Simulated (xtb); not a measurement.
Cl$_{2}$Sr, singlet, geometry from GFN2-xTB (such geometries of metal compounds can be far from the true shape); GFN2-xTB with GBSA(water) run with xtb.

Input for xtb:
```
$ xtb mol.xyz --gfn 2 --gbsa water --json

# file mol.xyz
3

Sr     0.29122395    -0.61094818     0.12088586
Cl     1.08031446     1.07365832    -1.54654975
Cl    -1.73128564     0.29199055     1.27633429
```

Question: Predict the main parts of the log of this xtb run.

Answer: 
```
   ID    Z sym.   atoms
    1   38 Sr     1
    2   17 Cl     2, 3

           -------------------------------------------------
          |                Calculation Setup                |
           -------------------------------------------------

           -------------------------------------------------
          |                 G F N 2 - x T B                 |
           -------------------------------------------------

      * Solvation model:               GBSA
        Solvent                        water
        Parameter file                 internal GFN2-xTB/GBSA
        Dielectric constant                8.0200E+01
        Reference state                gsolv [1 M gas/solution]
        Free energy shift                  1.8574E-03 Eh       1.1656E+00 kcal/mol
        Temperature                        2.9815E+02 K
        Density                            1.0000E+00 kg/L
        Solvent mass                       1.8000E+01 g/mol
        Interaction kernel             Still
        Born radius scaling (c1)           1.5524E+00
        Born radii integrator          GBOBC
        Born offset                        2.4628E-02 a0       4.6540E-02 AA
        H-bond correction              true
        Ion screening                  false
        Surface tension                    1.0000E-05 Eh       1.5569E+01 dyn/cm
        Grid points                               230 per atom

          ...................................................
          :                      SETUP                      :
          :.................................................:
          :  # basis functions                  30          :
          :  # atomic orbitals                  27          :
          :  # shells                            9          :
          :  # electrons                        16          :
          :  max. iterations                   250          :
          :  Hamiltonian                  GFN2-xTB          :
          :  restarted?                      false          :
          :  GBSA solvation                   true          :
          :  PC potential                    false          :
          :  electronic temp.          300.0000000     K    :
          :  accuracy                    1.0000000          :
          :  -> integral cutoff          0.2500000E+02      :
          :  -> integral neglect         0.1000000E-07      :
          :  -> SCF convergence          0.1000000E-05 Eh   :
[...]
         :: total energy              -9.687839826020 Eh    ::
[...]
        16                          0.0260935               0.7100
        17                          0.0262317               0.7138
        18                          0.0279881               0.7616
        19                          0.0282179               0.7678
       ...                                ...                  ...
        27                          0.4647417              12.6463
      -------------------------------------------------------------
                  HL-Gap            0.0733273 Eh            1.9953 eV
             Fermi-level           -0.3967623 Eh          -10.7965 eV

     #   Z          covCN         q      C6AA      α(0)
     1  38 Sr       1.380     0.638   449.875    62.818
     2  17 Cl       0.690    -0.319   108.946    15.964
     3  17 Cl       0.690    -0.319   108.946    15.964

 Mol. C6AA /au·bohr⁶  :       1668.614033
 Mol. C8AA /au·bohr⁸  :     195706.010708
 Mol. α(0) /au        :         94.744723

Wiberg/Mayer (AO) data.
largest (>0.10) Wiberg bond orders for each atom

 ---------------------------------------------------------------------------
     #   Z sym  total        # sym  WBO       # sym  WBO       # sym  WBO
 ---------------------------------------------------------------------------
     1  38 Sr   1.912 --     3 Cl   0.956     2 Cl   0.956
     2  17 Cl   1.144 --     1 Sr   0.956     3 Cl   0.188
     3  17 Cl   1.144 --     1 Sr   0.956     2 Cl   0.188
 ---------------------------------------------------------------------------

Topologies differ in total number of bonds
Writing topology from bond orders to xtbtopo.mol

molecular dipole:
                 x           y           z       tot (Debye)
 q only:        0.743      -1.559       0.308
   full:        0.759      -1.593       0.315       4.557
molecular quadrupole (traceless):
                xx          xy          yy          xz          yz          zz
 q only:       -1.996      -1.725       3.986       6.747       1.947      -1.991
  q+dip:       -2.351      -2.572       5.026       6.958       1.613      -2.675
   full:       -2.463      -2.454       5.118       7.728       1.992      -2.655

           -------------------------------------------------
          | TOTAL ENERGY               -9.687839826020 Eh   |
          | GRADIENT NORM               0.003085787191 Eh/α |
          | HOMO-LUMO GAP               1.995338288968 eV   |
           -------------------------------------------------

normal termination of xtb
```
